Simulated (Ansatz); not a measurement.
The same group exchange along the group O, S, Se.

Computed with Ansatz on PBE0-D4/def2-TZVP structures; ΔE is electronic, products minus reactants. CCSD(T)/CBS adds triple-zeta CCSD(T) − MP2 to the extrapolated MP2 energy (def2 sets, frozen cores). This one scheme is used for every species. DFT in def2-TZVPP. Elements past krypton have def2 core potentials. For Se, Sn outer-core shells are correlated without core-valence functions, which leaves a few kJ/mol of doubt a bond. Scalar relativity is left out up to krypton. Each species was taken in one conformer, which may not be the lowest.

| reaction | CCSD(T)/CBS(def2) (kcal/mol) |
| --- | --- |
| `[OH][SnH2][Cl]` + `F[SiH2]F` → `O[SiH](F)F` + `[Cl][SnH3]` | -23.1 |
| `[SH][SnH2][Cl]` + `F[SiH2]F` → `F[SiH](F)S` + `[Cl][SnH3]` | 1.2 |
| `[Cl][SnH2][SeH]` + `F[SiH2]F` → `F[SiH](F)[SeH]` + `[Cl][SnH3]` | ? |

(1) Fill in the missing values. (Best estimate.)

Largest T1 diagnostic: 0.013, for `[OH][SnH2][Cl]`.

Results:

(1) The calculation gave: `[Cl][SnH2][SeH]` + `F[SiH2]F` → `F[SiH](F)[SeH]` + `[Cl][SnH3]`: +5.8 kcal/mol.
